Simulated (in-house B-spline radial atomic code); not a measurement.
The numbers below are computed, except where a source is named.
**Weak and strong correlation along the adiabatic connection**

Two-electron singlets in several external potentials (atomic units), by full CI in B-splines with partial waves to l = 8 (correlation energies up to 0.6 % small). The repulsion is scaled by λ at fixed density; W(λ) is the mean repulsion less the Hartree energy, W(0) = E_x, and the area under W from 0 to 1 is E_xc.

Relative drop (W(λ) − E_x)/E_x:

```
                            system  λ = 0.12  λ = 0.25  λ = 0.4  λ = 0.6  λ = 0.8   λ = 1
   −Z/r, Z = 0.5, wall at 2.8 bohr    0.0180    0.0359   0.0544   0.0763   0.0954  0.1122
 −Z exp(−kr)/r, Z = 8.32, k = 1.01    0.0023    0.0047   0.0075   0.0111   0.0147  0.0182
−V exp(−r²/w²), V = 2.66, w = 4.11    0.0224    0.0440   0.0660   0.0914   0.1129  0.1314
   ω²r²/2 − Z/r, ω = 0.249, Z = -1    0.0490    0.0911   0.1292   0.1672   0.1953  0.2168
    ω²r²/2 − Z/r, ω = 0.753, Z = 1    0.0128    0.0258   0.0396   0.0566   0.0720  0.0859
 −Z/r, Z = 2.97, wall at 5.37 bohr    0.0069    0.0140   0.0220   0.0321   0.0417  0.0509
−V exp(−r²/w²), V = 2.65, w = 13.3    0.0397    0.0748   0.1074   0.1413   0.1674  0.1882
```

Problem. Order the systems by how far second-order (GL2) theory, half the initial slope (estimated from the first points of each curve), overshoots the correlation energy, least first.
A. −Z/r, Z = 0.5, wall at 2.8 bohr
B. −Z/r, Z = 2.97, wall at 5.37 bohr
C. −V exp(−r²/w²), V = 2.66, w = 4.11
D. −Z exp(−kr)/r, Z = 8.32, k = 1.01
E. ω²r²/2 − Z/r, ω = 0.753, Z = 1
F. ω²r²/2 − Z/r, ω = 0.249, Z = -1
G. −V exp(−r²/w²), V = 2.65, w = 13.3

Solution. D (GL2/E_c = 1.03), B (GL2/E_c = 1.09), E (GL2/E_c = 1.18), A (GL2/E_c = 1.26), C (GL2/E_c = 1.32), G (GL2/E_c = 1.58), F (GL2/E_c = 1.67).

Problem. What else changes along this order?

Solution. The ratio follows the bend of the curve. With it the leading natural occupation goes from 1.999 to 1.837 and −T_c/E_c from 0.97 to 0.59 between the first and the last.
